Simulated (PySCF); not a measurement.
Correlation energy of Zn³⁺ (zinc, charge +3)

Starting occupation: [Ar] 3d8 4p1, 3d3/2 with m_j = -1/2, +1/2, +3/2, 3d5/2 with m_j = -3/2, -1/2, +1/2, +3/2, +5/2, 4p3/2 with m_j = +3/2. Computed with PySCF 2.14 in x2c-TZVPall-2c with one added diffuse shell each of s, p, d type (7s8p5d1f, 63 functions), with X2C-1e with screened-nucleus spin-orbit coupling, Gaussian nucleus. Frozen: [Ne]; 17 electrons correlated; the 6 highest virtual spinors left out.

MP2 pair energies summed by pair of shells (mhartree):

```json
{"pair": "3d-3d", "energy": "-174.68", "share (%)": "39.5"}
{"pair": "3d-3p", "energy": "-150.56", "share (%)": "34.1"}
{"pair": "3p-3p", "energy": "-44.24", "share (%)": "10.0"}
{"pair": "3d-3s", "energy": "-31.31", "share (%)": "7.1"}
{"pair": "3p-3s", "energy": "-18.65", "share (%)": "4.2"}
{"pair": "3d-4p", "energy": "-14.09", "share (%)": "3.2"}
{"pair": "3p-4p", "energy": "-5.13", "share (%)": "1.2"}
{"pair": "3s-3s", "energy": "-2.83", "share (%)": "0.6"}
{"pair": "3s-4p", "energy": "-0.50", "share (%)": "0.1"}
```

Total MP2 correlation energy: -442.00 mhartree.

The GHF reference relaxed away from the jj start to a determinant that is no pure jj level (⟨S²⟩ = 3.75, ⟨J²⟩ = 35.75); the energies belong to that determinant.

This basis was not built for core-valence correlation, so the inner-shell part is incomplete.
